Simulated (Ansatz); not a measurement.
Program: Ansatz. Geometries: PBE0-D4/def2-TZVP. ΔE: electronic, gas phase. CCSD(T)/CBS is the MP2 limit (def2-TZVPP, def2-QZVPP) plus CCSD(T) − MP2 in def2-TZVPP, frozen cores. This one scheme is used for every species. DFT in def2-TZVPP. HSE06 is defined as in plane-wave codes. Elements past krypton have def2 core potentials. For Cd outer-core shells are correlated without core-valence functions, which leaves a few kJ/mol of doubt a bond. Each species was taken in one conformer, which may not be the lowest.

Reaction (ligand exchange at a Cd–N bond): `C[S][Cd][N](C)C` + H–F → `C[S][Cd][F]` + dimethylamine

```json
{"level": "LDA (SPW92)", "ΔE (kJ/mol)": "-49.4", "difference from CCSD(T)/CBS": "10.4"}
{"level": "revPBE-D4", "ΔE (kJ/mol)": "-60.6", "difference from CCSD(T)/CBS": "-0.8"}
{"level": "r2SCAN-D4", "ΔE (kJ/mol)": "-68.4", "difference from CCSD(T)/CBS": "-8.6"}
{"level": "r2SCANh-D4", "ΔE (kJ/mol)": "-67.7", "difference from CCSD(T)/CBS": "-7.9"}
{"level": "r2SCAN0-D4", "ΔE (kJ/mol)": "-67.1", "difference from CCSD(T)/CBS": "-7.3"}
{"level": "HSE06-D4", "ΔE (kJ/mol)": "-62.3", "difference from CCSD(T)/CBS": "-2.5"}
{"level": "BHLYP-D4", "ΔE (kJ/mol)": "-71.9", "difference from CCSD(T)/CBS": "-12.1"}
{"level": "B2PLYP", "ΔE (kJ/mol)": "-66.9", "difference from CCSD(T)/CBS": "-7.1"}
{"level": "BLYP", "ΔE (kJ/mol)": "-80.7", "difference from CCSD(T)/CBS": "-20.9"}
{"level": "PBE0", "ΔE (kJ/mol)": "-69.1", "difference from CCSD(T)/CBS": "-9.3"}
{"level": "MP2/def2-SVP", "ΔE (kJ/mol)": "-47.4", "difference from CCSD(T)/CBS": "12.4"}
{"level": "CCSD(T)/def2-SVP", "ΔE (kJ/mol)": "-54.6", "difference from CCSD(T)/CBS": "5.2"}
{"level": "HF/def2-TZVPP", "ΔE (kJ/mol)": "-95.8", "difference from CCSD(T)/CBS": "-36.0"}
{"level": "CCSD/def2-TZVPP", "ΔE (kJ/mol)": "-58.4", "difference from CCSD(T)/CBS": "1.4"}
{"level": "MP2/def2-QZVPP", "ΔE (kJ/mol)": "-45.8", "difference from CCSD(T)/CBS": "14.0"}
{"level": "MP2/CBS(def2)", "ΔE (kJ/mol)": "-48.1", "difference from CCSD(T)/CBS": "11.7"}
{"level": "CCSD(T)/CBS", "ΔE (kJ/mol)": "-59.8", "difference from CCSD(T)/CBS": "0"}
```

(1) What do rigid-rotor, harmonic-oscillator terms from PBE0-D4/def2-TZVP frequencies (298.15 K, 1 bar) make of the CCSD(T)/CBS value? (Best estimate.)

Largest T1 diagnostic among the species: 0.015.

Answers

(1) Computed: ΔZPE = +10.4 kJ/mol, ΔH = -54.2 kJ/mol, ΔS = 12 J/(mol·K), ΔG = -57.7 kJ/mol. Modes under 50 cm⁻¹ make the entropy rough.

Leaving LDA and LC-ωPBE aside and taking each functional with its dispersion term where it has one, the values, not all of them listed here, spread over 18.5 kJ/mol, from B97M-V to PBE-QIDH. LDA lies +19.8 kJ/mol from PBE without D4. In def2-TZVPP, CCSD(T) changes the Hartree–Fock value by +44.2 kJ/mol (the triples alone add +6.7 kJ/mol) and MP2 by +55.9 kJ/mol. At CCSD(T), def2-SVP lies +5.2 kJ/mol from the extrapolated value and def2-TZVPP +8.2 kJ/mol.
